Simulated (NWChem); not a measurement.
System: C₂H₅ClOSi; SMILES O=CC[SiH2]Cl

```xyz
10

O      0.5849    -2.7054     0.4105
C      0.5756    -1.7539    -0.3235
C     -0.6578    -0.9907    -0.7022
Si    -0.8914     0.6025     0.2837
Cl     0.7211     1.8575    -0.0620
H      1.5266    -1.3562    -0.7629
H     -0.6252    -0.7042    -1.7668
H     -1.5459    -1.6167    -0.5117
H     -0.9583     0.3138     1.7408
H     -2.1297     1.2873    -0.1784
```
Atoms are numbered in this order, from 1.

Level: PBE0/def2-SVP (NWChem), optimised geometry, unscaled harmonic frequencies. 

Problem. List the harmonic frequencies with IR intensities, and the thermochemistry.

Solution. 
```tsv
frequency (cm⁻¹)	IR intensity (km/mol)
49	4.9
82	6.8
149	3.1
287	0.4
480	19.3
539	13.8
548	48.6
672	21.6
694	4.5
784	70.6
882	200.5
946	91.6
957	48.3
1047	59.4
1152	5.4
1176	92.6
1396	13.2
1423	13.8
1876	218.4
2262	87.4
2276	87.7
2928	87.3
3068	0.7
3149	0.1
```

The zero-point energy is 41.2 kcal/mol. The thermal correction to the enthalpy at 298.15 K (with zero-point energy) comes out as 46.0 kcal/mol and the heat capacity Cv comes out as 21.9 cal/(mol K). The entropy at 298.15 K and 1 atm (symmetry number 1) comes out as 83.7 cal/(mol K) and the dipole moment comes out as 2.36 D.

Rigid rotor and harmonic oscillator; modes under 100 cm⁻¹ make the entropy uncertain.
